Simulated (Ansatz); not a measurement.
Start from `C=CC(F)Cl` and change one atom or group to get `FC(Cl)CBr`.

Ansatz, PBE0-D4/def2-TZVP geometries, multiplicity 1. Each molecule was computed in one conformer, which needn't be the lowest.

Scalar relativity is left out up to krypton. Spin–orbit coupling is left out; it splits and shifts lone-pair levels of the heavy atoms by tenths of an eV.

| property | `C=CC(F)Cl` |
| --- | --- |
| HOMO–LUMO gap (PBE0/def2-TZVPP) / eV | 7.54 |
| LUMO energy (B3LYP/def2-TZVPP) / eV | -0.90 |
| LUMO energy (PBE/def2-TZVPP) / eV | -1.69 |
| HOMO energy (PBE0/def2-TZVPP) / eV | -8.20 |
| size of the dipole moment (ωB97M-V/def2-TZVPP) / D | 1.99 |
| size of the dipole moment (B3LYP/def2-TZVPP) / D | 2.00 |

(1) Give the same properties after the change, and the shifts. (An estimate is asked.)

## Answers

(1) Ansatz gave: 
```json
{"property": "HOMO–LUMO gap (PBE0/def2-TZVPP) / eV", "`FC(Cl)CBr`": "7.94", "shift": "0.40"}
{"property": "LUMO energy (B3LYP/def2-TZVPP) / eV", "`FC(Cl)CBr`": "-0.71", "shift": "0.19"}
{"property": "LUMO energy (PBE/def2-TZVPP) / eV", "`FC(Cl)CBr`": "-1.47", "shift": "0.22"}
{"property": "HOMO energy (PBE0/def2-TZVPP) / eV", "`FC(Cl)CBr`": "-8.36", "shift": "-0.16"}
{"property": "size of the dipole moment (ωB97M-V/def2-TZVPP) / D", "`FC(Cl)CBr`": "1.26", "shift": "-0.73"}
{"property": "size of the dipole moment (B3LYP/def2-TZVPP) / D", "`FC(Cl)CBr`": "1.25", "shift": "-0.75"}
```

With PBE0 the HOMO falls by 0.16 eV and the LUMO rises by 0.23 eV, so the gap widens by about 0.39 eV. PBE moves the HOMO by 0.00 eV and ωB97M-V by -0.18 eV. Dipoles are sizes alone; their direction can turn.

B3LYP here is the variant with VWN-RPA as its local correlation; programs differ in this.
